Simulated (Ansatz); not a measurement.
Gas-phase electronic energies from Ansatz, PBE0-D4/def2-TZVP geometries. CCSD(T)/CBS is the MP2 limit (def2-TZVPP, def2-QZVPP) plus CCSD(T) − MP2 in def2-TZVPP, frozen cores. This one scheme is used for every species. Functionals use def2-TZVPP. For Br, Ge outer-core shells are correlated without core-valence functions, which leaves a few kJ/mol of doubt a bond. Scalar relativity is left out up to krypton. One conformer a species, not always the lowest.

`[GeH3][Br]` + `C[SiH2]O` → `C[SiH2][O][GeH3]` + HBr  (ligand exchange at a Ge–Br bond)

`[GeH3][Br]`:

```xyz
5

Ge    0.086    0.130    0.109
Br   -0.957   -1.449   -1.214
H     1.398    0.506   -0.585
H     0.334   -0.516    1.475
H    -0.861    1.329    0.215
```

`C[SiH2]O`:

```xyz
9

C    -0.239   -0.144    1.140
Si    0.436    0.326   -0.532
O    -0.029   -0.721   -1.722
H     0.130    0.547    1.904
H     0.071   -1.155    1.416
H    -1.331   -0.105    1.155
H     1.919    0.269   -0.531
H    -0.004    1.713   -0.858
H    -0.954   -0.730   -1.971
```

`C[SiH2][O][GeH3]`:

Cartesian coordinates in Å:
```
C 1.269 1.617 0.909
Si -0.240 0.801 0.196
O 0.133 -0.741 -0.211
Ge -0.785 -2.081 -0.922
H 1.612 1.087 1.800
H 1.047 2.650 1.189
H 2.084 1.628 0.181
H -0.713 1.545 -1.009
H -1.354 0.809 1.190
H 0.201 -3.250 -1.022
H -1.290 -1.649 -2.309
H -1.965 -2.415 0.007
```

HBr:

Z-matrix (Å, degrees):
```
Br
H 1 1.420
```

(1) Is it downhill or uphill in electronic energy at CCSD(T)/CBS, and by how much? (Best estimate.)

(2) What do these levels give: BLYP-D4, PBE0-D4, CAM-B3LYP-D4, r2SCAN, CCSD(T)/def2-SVP, MP2/def2-TZVPP? (An estimate is asked.)

Largest T1 diagnostic among the species: 0.011.

Answers

(1) The calculation gave: Uphill: ΔE = +40.7 kJ/mol.

(2) The calculation gave: BLYP-D4 39.2, PBE0-D4 49.2, CAM-B3LYP-D4 37.4, r2SCAN 45.6, CCSD(T)/def2-SVP 25.3, MP2/def2-TZVPP 39.2 kJ/mol.

The D4 term adds −4.6 kJ/mol with B3LYP and −2.8 kJ/mol with PBE0; it sums over pairs of atoms, weighted by their polarisabilities, and B3LYP, whose exchange is more repulsive, gets the larger term. At CCSD(T), def2-SVP lies −15.3 kJ/mol from the extrapolated value and def2-TZVPP −4.4 kJ/mol.

B3LYP here is the variant with VWN-RPA as its local correlation; programs differ in this.
